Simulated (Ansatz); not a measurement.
This Ansatz (an electronic-structure program) input (r2SCAN/6-31G) gives -0.49823 Eh with 2 basis functions. A basis named .json is the Basis Set Exchange file of that set (core-valence sets with the plain set on hydrogen).

Ansatz 0.2 input:
```yaml
crystal:
  periodic: [false, false, false]
  atoms:
    - {symbol: H, position_ang: [0.00000000, 0.00000000, 0.00000000]}
basis:
  gaussian:
    orbitals: 6-31G
hamiltonian:
  xc: {name: r2SCAN}
magnetization: {spin_polarized: true, initial_magnetization: 1}
scf: {lower_state_search: full}
```

Change:
```diff
- orbitals: 6-31G
+ orbitals: 3-21G.json
```

Q: What does the run give now?

A: -0.49563 Eh (r2SCAN/3-21G, 2 functions), a change of +2.60 mEh.
